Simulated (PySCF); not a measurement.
# LiBi, CCSD(T): how much the basis matters

PySCF, UHF reference; triplet, unpaired electrons π ↑↑; De to Li + Bi without counterpoise correction. Frozen cores follow the default of each basis and core potential.

| basis | relativity | functions | Re (Å) | ωe (cm⁻¹) | De (eV) | frozen orbitals |
| --- | --- | --- | --- | --- | --- | --- |
| def2-SVP | scalar-relativistic core potentials | 35 | 2.747 | 347 | 1.01 | 4 |
| def2-SVPD | scalar-relativistic core potentials | 44 | 2.748 | 348 | 1.11 | 4 |
| aug-cc-pVDZ/aug-cc-pVDZ-PP | scalar-relativistic core potentials | 55 | 2.727 | 357 | 1.20 | 4 |

(1) How does each smaller set differ from the one with most functions, aug-cc-pVDZ/aug-cc-pVDZ-PP?

Correlated steps freeze 4 core orbitals. Correlated levels converge slowly with the basis: in double zeta they bind strong bonds too weakly, by up to about 1 eV, and carry superposition errors of some tenths. Spin–orbit coupling is left out, which matters for elements this heavy, above all for dissociation energies. The state is the lowest determinant that a PBE0 search found; another state may lie lower at other levels.

## Answers

(1) def2-SVP: +2.0 pm, -2.8 % in ωe, -0.19 eV in De; def2-SVPD: +2.1 pm, -2.5 % in ωe, -0.09 eV in De. All at CCSD(T); the set with most functions is neither the basis-set limit nor always the best.
